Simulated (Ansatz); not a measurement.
Species: AlH$_{2}$F, charge 0, singlet. AlH2F (SMILES [F][AlH2]).
B3LYP-D3(BJ)/def2-TZVP minimum from Ansatz (a program for electronic structure):
```
Al
F 1 1.6554
H 1 1.5699 2 116.96
H 1 1.5699 3 126.08 2 -180.00
```

Total energies in cc-pV(T+d)Z, 12 correlated electrons, 6 frozen orbitals. UHF or UKS for unpaired electrons; spin-orbit terms are left out. Cores are frozen in correlated methods. No relativity.

| method | program | energy (Eh) | minus CCSDT(Q) (mEh) |
|---|---|---|---|
| HF | Ansatz | -342.63392 | 363.39 |
| MP2 | Ansatz | -342.97383 | 23.48 |
| CCSD | Ansatz | -342.98793 | 9.38 |
| CCSD(T) | Ansatz | -342.99673 | 0.58 |
| CCSDT(Q) | Ansatz | -342.99731 | 0.00 |

Rough core times of Ansatz's runs on a shared machine: CCSD(T) under 20 s, CCSDT(Q) 6 min.
